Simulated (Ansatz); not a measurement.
Input (FCI/cc-pV(T+d)Z; Ansatz, a program for electronic structure): A basis named .json is the Basis Set Exchange file of that set.

Ansatz 0.2 input:
```yaml
crystal:
  periodic: [false, false, false]
  atoms:
    - {symbol: Si, position_ang: [-0.00000000, -0.00000000, -0.10099473]}
    - {symbol: H, position_ang: [0.00000000, 0.00000000, 1.41392619]}
basis:
  gaussian:
    orbitals: cc-pV_T+d_Z.json
total_charge: 1
magnetization: {spin_polarized: false}
correlation: {method: fci, electrons: outside_noble_gas}
```

Output:

```
Functional definition: HF
integrals: 0.03 GiB planned
586 factors; integrals over basis functions are off by at most 2.2e-7 eV
mean field: 0.09 GiB planned
mean field evaluation 1: about -7868.2623 eV, gradient 8.0e0 eV
mean field evaluation 2: about -7868.2613 eV, gradient 8.0e0 eV
mean field evaluation 4: about -7868.5731 eV, gradient 4.4e-1 eV
mean field evaluation 8: about -7868.5743 eV, gradient 1.3e-4 eV
mean field -7868.57431190 eV, -289.1647724511 hartree, gradient 6.2e-7 eV, S^2 0.000000; 0 other end points of the search recorded, 0 dependent functions left out; unrestricted orbitals would lower it
5 core orbitals not correlated
reference -7868.57431190 eV, -289.1647724511 hartree; 2, 2 occupied and 46, 46 virtual orbitals, 586 factors
configuration interaction: 0.45 GiB planned
state -7871.14226130 eV, -289.2591428507 hartree
Total energy: -7871.14226130 eV, -289.2591428507 hartree
```

A triplet may lie lower; no result for it is given here.
